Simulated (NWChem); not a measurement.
Species: CClF₂ cation

```xyz
4

F     -0.0003     1.0475    -1.0677
C      0.0020     0.3812     0.0000
F     -0.0003     1.0475     1.0677
Cl     0.0000    -1.2481     0.0000
```
Atoms are numbered in this order, from 1.

Geometry: optimised at B3LYP/6-31G* (spherical d).

Problem. Give the principal values of the shielding tensors (ppm) of F1, C2, Cl4 from B3LYP/6-311G** (spherical d), GIAO (NWChem), with their diamagnetic and paramagnetic parts as GIAO splits them.

Solution. 
```csv
atom,σ11,σ22,σ33,isotropic,diamagnetic,paramagnetic
F1,-245.5,109.4,220.6,28.2,464.8,-436.6
C2,-100.3,22.5,34.2,-14.5,258.3,-272.8
Cl4,58.2,502.8,601.8,387.6,1143.1,-755.5
```
